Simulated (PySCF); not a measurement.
Species: C₁₀H₈Si.
SMILES with atom numbers: `[CH:1]#[C:2][c:3]1[cH:4][cH:5][cH:6][c:7]2[c:8]1[CH:9]=[CH:10][SiH2:11]2` (hydrogens: H12 on C1; H13 on C4; H14 on C5; H15 on C6; H16 on C9; H17 on C10; H18, H19 on Si11)

The same species was optimised twice, with GFN2-xTB and with PBE0-D3(BJ)/def2-SVP (PySCF), and the same property calculations (PySCF, gas phase) were run on both structures.

```json
{"coordinate": "C8–C9 (Å)", "GFN2-xTB": "1.455", "PBE0-D3(BJ)/def2-SVP": "1.473", "change": "+0.018"}
{"coordinate": "C2–C3 (Å)", "GFN2-xTB": "1.415", "PBE0-D3(BJ)/def2-SVP": "1.428", "change": "+0.013"}
{"coordinate": "C1≡C2 (Å)", "GFN2-xTB": "1.201", "PBE0-D3(BJ)/def2-SVP": "1.214", "change": "+0.013"}
{"coordinate": "C10–Si11 (Å)", "GFN2-xTB": "1.884", "PBE0-D3(BJ)/def2-SVP": "1.871", "change": "-0.013"}
{"coordinate": "C9=C10 (Å)", "GFN2-xTB": "1.339", "PBE0-D3(BJ)/def2-SVP": "1.351", "change": "+0.012"}
{"coordinate": "C3–C8 (Å)", "GFN2-xTB": "1.397", "PBE0-D3(BJ)/def2-SVP": "1.409", "change": "+0.012"}
{"coordinate": "C6–C7 (Å)", "GFN2-xTB": "1.380", "PBE0-D3(BJ)/def2-SVP": "1.390", "change": "+0.010"}
{"coordinate": "C3–C4 (Å)", "GFN2-xTB": "1.398", "PBE0-D3(BJ)/def2-SVP": "1.408", "change": "+0.010"}
{"coordinate": "C5–C6 (Å)", "GFN2-xTB": "1.391", "PBE0-D3(BJ)/def2-SVP": "1.400", "change": "+0.009"}
{"coordinate": "C4–C5 (Å)", "GFN2-xTB": "1.380", "PBE0-D3(BJ)/def2-SVP": "1.389", "change": "+0.009"}
{"coordinate": "C7–C8 (Å)", "GFN2-xTB": "1.405", "PBE0-D3(BJ)/def2-SVP": "1.414", "change": "+0.009"}
{"coordinate": "C7–Si11 (Å)", "GFN2-xTB": "1.889", "PBE0-D3(BJ)/def2-SVP": "1.883", "change": "-0.006"}
{"coordinate": "C7–Si11–C10 (°)", "GFN2-xTB": "89.0", "PBE0-D3(BJ)/def2-SVP": "92.1", "change": "+3.1"}
{"coordinate": "C9–C10–Si11 (°)", "GFN2-xTB": "110.7", "PBE0-D3(BJ)/def2-SVP": "108.3", "change": "-2.4"}
{"coordinate": "C8–C7–Si11 (°)", "GFN2-xTB": "108.8", "PBE0-D3(BJ)/def2-SVP": "106.8", "change": "-2.0"}
{"coordinate": "C6–C7–Si11 (°)", "GFN2-xTB": "131.5", "PBE0-D3(BJ)/def2-SVP": "133.1", "change": "+1.6"}
{"coordinate": "C8–C9–C10 (°)", "GFN2-xTB": "116.5", "PBE0-D3(BJ)/def2-SVP": "117.6", "change": "+1.1"}
{"coordinate": "C3–C4–C5 (°)", "GFN2-xTB": "120.4", "PBE0-D3(BJ)/def2-SVP": "120.9", "change": "+0.5"}
{"coordinate": "C6–C7–C8 (°)", "GFN2-xTB": "119.7", "PBE0-D3(BJ)/def2-SVP": "120.1", "change": "+0.4"}
{"coordinate": "C4–C3–C8 (°)", "GFN2-xTB": "119.0", "PBE0-D3(BJ)/def2-SVP": "118.7", "change": "-0.3"}
```

Rotational constants: A = 1608, B = 877.3, C = 571.4 MHz (GFN2-xTB) against A = 1566, B = 875.5, C = 565.3 MHz (PBE0-D3(BJ)/def2-SVP). Point groups within 0.08 Å: Cs and Cs.

On the GFN2-xTB structure: HOMO (eV) -6.60 [PBE0/pcSseg-1]; LUMO (eV) -1.57 [PBE0/pcSseg-1]; dipole (D) 0.47 [PBE0/pcSseg-1]; GIAO shielding of C1 (ppm) 95.6 [PBE0/pcSseg-1]; GIAO shielding of C2 (ppm) 99.7 [PBE0/pcSseg-1]; GIAO shielding of C3 (ppm) 65.1 [PBE0/pcSseg-1]; GIAO shielding of C4 (ppm) 45.4 [PBE0/pcSseg-1]; GIAO shielding of C5 (ppm) 54.9 [PBE0/pcSseg-1]; GIAO shielding of C6 (ppm) 47.0 [PBE0/pcSseg-1]; GIAO shielding of C7 (ppm) 47.1 [PBE0/pcSseg-1]; GIAO shielding of C8 (ppm) 28.4 [PBE0/pcSseg-1].

Task: What do these properties become on the PBE0-D3(BJ)/def2-SVP structure?

Result: 
| property | level | on GFN2-xTB | on PBE0-D3(BJ)/def2-SVP | change |
| --- | --- | --- | --- | --- |
| HOMO (eV) | PBE0/pcSseg-1 | -6.60 | -6.66 | -0.06 |
| LUMO (eV) | PBE0/pcSseg-1 | -1.57 | -1.66 | -0.09 |
| dipole (D) | PBE0/pcSseg-1 | 0.47 | 0.23 | -0.24 |
| energy, GFN2-xTB geometry as zero (kcal/mol) | PBE0/pcSseg-1 | 0.0 | -1.3 | -1.3 |
| GIAO shielding of C1 (ppm) | PBE0/pcSseg-1 | 95.6 | 93.3 | -2.3 |
| GIAO shielding of C2 (ppm) | PBE0/pcSseg-1 | 99.7 | 99.3 | -0.4 |
| GIAO shielding of C3 (ppm) | PBE0/pcSseg-1 | 65.1 | 61.8 | -3.3 |
| GIAO shielding of C4 (ppm) | PBE0/pcSseg-1 | 45.4 | 42.9 | -2.5 |
| GIAO shielding of C5 (ppm) | PBE0/pcSseg-1 | 54.9 | 52.3 | -2.6 |
| GIAO shielding of C6 (ppm) | PBE0/pcSseg-1 | 47.0 | 45.5 | -1.5 |
| GIAO shielding of C7 (ppm) | PBE0/pcSseg-1 | 47.1 | 47.0 | -0.1 |
| GIAO shielding of C8 (ppm) | PBE0/pcSseg-1 | 28.4 | 25.9 | -2.5 |

The heavy atoms differ by 0.025 Å rms after alignment. Among bonds between heavy atoms C8–C9 changes most (+0.018 Å). Changes are differences of the printed values. Neither structure is proved a minimum here.
